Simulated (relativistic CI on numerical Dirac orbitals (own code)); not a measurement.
**Hyperfine structure of Tb16+, mass number 157**

Method of calculation: Dirac-Coulomb-Breit CI, separate exchange-only KLI orbitals for each configuration, model QED (radiative potential, 1s self-energy scaled to tabulated hydrogen-like ionisation energies), unscaled Slater integrals (own radial code, finite nucleus).

Configurations in the expansion (outside the closed core [Kr]): 4d10.4f3, 4d10.4f2.5s, 4d10.4f.5s2, 4d10.4f.5s.5p, 4d10.4f2.5p, 4d10.4f.5p2, 4d10.4f.5s.5d, 4d9.4f4, 4d10.4f2.5d, 4d10.4f.5p.5d, 4d9.4f2.5s2, 4d10.4f.5d2, 4d10.4f2.6s, 4d10.4f2.5f, 4d9.4f3.5s, 4d10.4f2.6p. Levels of other configurations are missing.

Nuclear spin I = 3/2, μ = 2.03 μN, Q = 1.4 b (tables of Stone and Pyykkö). The electronic factors are computed for point nuclear moments, without core polarisation or the Bohr-Weisskopf and QED corrections.

```csv
Level,E (eV),A (MHz),B (MHz)
4d10.4f3 4I°_9/2,0.0000,2380,945
4d10.4f3 4I°_11/2,0.6989,1866,967
4d10.4f3 4I°_13/2,1.4070,1569,1070
4d10.4f3 4I°_15/2,2.1115,1398,1240
4d10.4f3 4F°_3/2,3.2768,2648,-641
4d10.4f3 2H°_9/2,3.3537,1992,-870
4d10.4f3 4F°_5/2,3.6872,1614,-602
4d10.4f3 4F°_7/2,3.9737,1462,-1340
```

Levels with J = 0, under 50 % of one LS term, or S terms without an open s electron are left out. Small factors come from cancelling terms and can be off by tens of per cent or more.

At this charge transitions that keep the count of f electrons are usually good to a few per cent. Terms inside the open d or f shell come out 10 to 20 % too wide with unscaled integrals. Levels that differ in their count of f electrons can be misplaced by several ten thousand cm⁻¹, since the correlation energy of f electrons is missing or only estimated; rates across such gaps can be off by orders of magnitude.

(1) Give the hyperfine levels of 4d10.4f3 4I°_9/2 relative to its centre of gravity.

## Answers

(1) With K = F(F + 1) − I(I + 1) − J(J + 1), E = AK/2 + B[¾K(K + 1) − I(I + 1)J(J + 1)]/[2I(2I − 1)J(2J − 1)]: F = 3: -19200, F = 4: -10310, F = 5: 1391, F = 6: 16300 MHz.

LS names give the leading component of a level, which can be under half, so a name can repeat, a term be missing and a line seem to break the LS rules.
